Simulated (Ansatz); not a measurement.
The cluster B₄⁺ (the lowest doublet isomer of a short search). The state is a doublet with charge 1. Geometry B3LYP-D4/def2-TZVP, basis def2-TZVP, Ansatz.

Cartesian coordinates in Å:
```
B -0.104 1.079 0.127
B 0.104 -1.079 -0.127
B -0.891 -0.012 -0.630
B 0.891 0.012 0.630
```

```json
{"run": "A", "HOMO (eV)": "-15.28", "LUMO (eV)": "-10.24"}
{"run": "B", "HOMO (eV)": "-16.64", "LUMO (eV)": "-8.94"}
{"run": "C", "HOMO (eV)": "-13.41", "LUMO (eV)": "-12.34"}
{"run": "D", "HOMO (eV)": "-14.21", "LUMO (eV)": "-11.30"}
{"run": "E", "HOMO (eV)": "-13.64", "LUMO (eV)": "-11.90"}
{"run": "F", "HOMO (eV)": "-13.95", "LUMO (eV)": "-11.54"}
```

LC-ωPBE has ω = 0.4 bohr⁻¹. The structure comes from a short search, and lower isomers may exist.

HOMO and LUMO are taken over both spins.

**Question.** The runs used CAM-B3LYP, LC-ωPBE, PBE, PBE0, r2SCAN, r2SCANh. Estimate which is which.

**Answer.** A CAM-B3LYP (range-separated); B LC-ωPBE (range-separated); C PBE (0 % exact exchange); D PBE0 (25 % exact exchange); E r2SCAN (0 % exact exchange); F r2SCANh (10 % exact exchange). Exact exchange lowers occupied and raises empty levels; among semilocal functionals meta-GGAs tend to open the gap a little, and such runs are hard to tell apart. The gap grows from 1.07 eV (PBE) to 7.70 eV (LC-ωPBE).
